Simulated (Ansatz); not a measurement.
Ansatz (an electronic-structure program) input for oxalic acid (C₂H₂O₄), SMILES O=C(O)C(=O)O, ωB97X-V/def2-TZVPD. Coordinates come from a PBE0-D3(BJ)/def2-SVP optimisation. Other conformers were not sampled.

Ansatz 0.2 input:
```yaml
crystal:
  periodic: [false, false, false]
  atoms:
    - {symbol: O, position_ang: [-0.96032978, -1.46196775, 0.00000000]}
    - {symbol: C, position_ang: [0.15898086, -0.75055683, 0.00000000]}
    - {symbol: O, position_ang: [1.26764933, -1.20199255, 0.00000000]}
    - {symbol: C, position_ang: [-0.15898086, 0.75055683, 0.00000000]}
    - {symbol: O, position_ang: [0.96032978, 1.46196775, 0.00000000]}
    - {symbol: O, position_ang: [-1.26764933, 1.20199255, 0.00000000]}
    - {symbol: H, position_ang: [-0.69861203, -2.39591639, 0.00000000]}
    - {symbol: H, position_ang: [0.69861203, 2.39591639, 0.00000000]}
basis:
  gaussian:
    orbitals: def2-TZVPD
hamiltonian:
  xc: {name: wB97X-V}
```

Log of the run:

```
WARN ansatz: RAYON_NUM_THREADS=1 ignored (pool sized by the plan → 1); use --threads N
Functional definition: wB97X-V
integrals: 0.24 GiB planned
1186 factors; their error is unknown
integrals: 0.27 GiB planned
374 factors; integrals over basis functions are off by at most 1.9e-5 eV
mean field: 1.91 GiB planned
mean field evaluation 1: about -10287.9604 eV, gradient 7.2e1 eV
mean field evaluation 2: about -10285.2644 eV, gradient 8.6e1 eV
mean field evaluation 4: about -10295.9610 eV, gradient 4.1e0 eV
mean field evaluation 8: about -10295.9932 eV, gradient 5.8e-2 eV
mean field evaluation 16: about -10296.0039 eV, gradient 6.0e-5 eV
mean field -10296.00393112 eV, -378.3711655865 hartree, gradient 5.3e-5 eV, S^2 0.000000; 0 other end points of the search recorded, 0 dependent functions left out
reference -10296.00392809 eV, -378.3711654753 hartree; 23, 23 occupied and 229, 229 virtual orbitals, 1186 factors
Total energy: -10296.00392809 eV, -378.3711654753 hartree
```

Self-consistency was reached.
